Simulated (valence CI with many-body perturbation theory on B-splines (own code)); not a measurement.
Values are calculated unless marked as measured or tabulated.
# Sensitivity of CI+MBPT for Pr LIV

Method: valence CI with perturbative core correlation (CI+MBPT): four valence electrons over a frozen Dirac-Fock core [He], radial functions for each j: 6 s, 6 p, 5 d, 3 f, 1 g, with the one-electron correlation potential Σ1, the two-electron term Σ2, the three-electron term Σ3, Breit, model QED; selected CI, second order for the rest, scaled by the run's own slope (own B-spline code, finite nucleus).

The last digits are not significant, and no measured levels were compared; by estimate large intervals hold to a few tenths of a per cent, small ones and those within an open d or f shell to about a per cent.

The reference run has the lowest level (2s^2 2p1/2^2) J=0 and an ionisation energy of 10959.8 eV. Its largest variational space holds 9997 state functions.

Levels are named by their leading jj configuration (3d3/2^4 stands for four electrons in 3d with j = 3/2), which in mixed levels can hold well under half, so a name can repeat and another be missing. Letters in brackets count levels of one name in rising energy.

Reference levels: (2s^2 2p1/2 2p3/2) J=1 4021460, (2s^2 2p1/2 2p3/2) J=2 4156080, (2s 2p1/2^2 2p3/2) J=2 5731670, (2s 2p1/2^2 2p3/2) J=1 6272460, (2s^2 2p3/2^2) J=2 8295620, (2s^2 2p3/2^2) J=0 8664530, (2s 2p1/2 2p3/2^2) J=2 [a] 9592680, (2s 2p1/2 2p3/2^2) J=3 9899570, (2s 2p1/2 2p3/2^2) J=0 10243600, (2s 2p1/2 2p3/2^2) J=1 [a] 10380000, (2s 2p1/2 2p3/2^2) J=2 [b] 10462500, (2s 2p1/2 2p3/2^2) J=1 [b] 10489000 cm⁻¹.

Task: Rank these changes by the mean size of the shift of these levels, smallest first.
A. logarithmic knot step 0.27 → 1.1
B. natural orbitals for correlation on → off
C. scale of Σ1 1 → 0.8; hole-hole ladder in Σ2 on → off
D. scale of Σ2 1 → 0.8; QED terms on → off

Result: C (190 cm⁻¹), A (260 cm⁻¹), B (1700 cm⁻¹), D (39000 cm⁻¹).
